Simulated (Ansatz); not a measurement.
Consider the formal exchange of groups at a B–C bond: `CB(N)O` + `NC(F)[SeH]` → `NB(O)[SeH]` + `CC(N)F`.

Gas-phase electronic energies from Ansatz, PBE0-D4/def2-TZVP geometries. CCSD(T)/CBS is the MP2 limit (def2-TZVPP, def2-QZVPP) plus CCSD(T) − MP2 in def2-TZVPP, frozen cores. This one scheme is used for every species. Functionals use def2-TZVPP. B3LYP here is the variant with VWN-RPA as its local correlation; programs differ in this. HSE06 is defined as in plane-wave codes. For Se outer-core shells are correlated without core-valence functions, which leaves a few kJ/mol of doubt a bond. Scalar relativity is left out up to krypton. One conformer a species, not always the lowest.

`CB(N)O`:

Cartesian coordinates in Å:
```
C 0.356 0.842 0.783
B -0.174 -0.348 -0.109
N -0.009 -0.366 -1.503
O -0.827 -1.430 0.443
H 1.072 0.482 1.529
H 0.851 1.628 0.208
H -0.464 1.309 1.338
H -0.345 -1.122 -2.073
H 0.450 0.367 -2.010
H -0.911 -1.364 1.394
```

`NC(F)[SeH]`:

Cartesian coordinates in Å:
```
N -0.167 0.845 -0.963
C 0.029 -0.323 -0.211
F 1.236 -0.892 -0.524
Se 0.014 0.030 1.745
H -1.139 1.055 -1.131
H 0.332 1.652 -0.617
H -0.752 -1.049 -0.433
H 0.447 -1.318 2.134
```

`NB(O)[SeH]`:

Cartesian coordinates in Å:
```
N -0.645 -0.047 0.762
B 0.248 -0.183 -0.313
O 0.611 -1.382 -0.860
Se 1.105 1.370 -1.181
H -1.088 -0.828 1.214
H -0.901 0.841 1.152
H 0.203 -2.147 -0.450
H 0.466 2.375 -0.324
```

`CC(N)F`:

```xyz
10

C    -0.799   -0.590    0.578
C    -0.106    0.299   -0.421
N     1.282    0.066   -0.466
F    -0.406    1.637   -0.073
H    -0.372   -0.440    1.572
H    -0.678   -1.636    0.297
H    -1.862   -0.351    0.622
H    -0.520    0.173   -1.426
H     1.711    0.172    0.445
H     1.749    0.670   -1.128
```

```csv
level,ΔE (kcal/mol),difference from CCSD(T)/CBS
LDA (SPW92),-16.1,2.3
PBE-D4,-15.7,2.7
BLYP-D4,-15.2,3.2
r2SCAN-D4,-17.0,1.4
B97M-V,-17.2,1.2
PBE0-D4,-17.3,1.1
B3LYP-D4,-16.6,1.8
r2SCANh-D4,-17.4,1.0
r2SCAN0-D4,-18.1,0.3
HSE06-D4,-17.3,1.1
BHLYP-D4,-18.4,0.0
ωB97X-V,-18.0,0.4
ωB97M-V,-17.5,0.9
B2PLYP,-17.5,0.9
PBE,-15.7,2.7
revPBE,-15.5,2.9
BLYP,-15.1,3.3
r2SCAN,-17.0,1.4
PBE0,-17.3,1.1
B3LYP,-16.5,1.9
r2SCANh,-17.4,1.0
r2SCAN0,-18.1,0.3
HSE06,-17.2,1.2
BHLYP,-18.3,0.1
CAM-B3LYP,-17.5,0.9
RPA@PBE/def2-TZVPP,-17.9,0.5
HF/def2-SVP,-23.0,-4.6
MP2/def2-SVP,-22.1,-3.7
CCSD/def2-SVP,-21.9,-3.5
CCSD(T)/def2-SVP,-21.6,-3.2
HF/def2-TZVPP,-20.3,-1.9
MP2/def2-TZVPP,-18.8,-0.4
SCS-MP2/def2-TZVPP,-18.6,-0.2
CCSD/def2-TZVPP,-18.6,-0.2
HF/def2-QZVPP,-20.1,-1.7
MP2/def2-QZVPP,-18.8,-0.4
SCS-MP2/def2-QZVPP,-18.6,-0.2
HF/CBS(def2),-20.1,-1.7
MP2/CBS(def2),-18.9,-0.5
CCSD/CBS(def2),-18.7,-0.3
CCSD(T)/CBS,-18.4,0
```

Question: What do rigid-rotor, harmonic-oscillator terms from PBE0-D4/def2-TZVP frequencies (298.15 K, 1 bar) make of the CCSD(T)/CBS value? (Estimate.)

Answer: The calculation gave: ΔZPE = +1.1 kcal/mol, ΔH = -17.6 kcal/mol, ΔS = -12 J/(mol·K), ΔG = -16.7 kcal/mol.

Largest T1 diagnostic among the species: 0.011.

In def2-TZVPP, CCSD(T) changes the Hartree–Fock value by +2.0 kcal/mol (the triples alone add +0.4 kcal/mol) and MP2 by +1.5 kcal/mol. At CCSD(T), def2-SVP lies −3.2 kcal/mol from the extrapolated value and def2-TZVPP +0.1 kcal/mol. From BLYP to BHLYP (50 % exact exchange), in def2-TZVPP and without D4, ΔE moves by −3.2 kcal/mol.
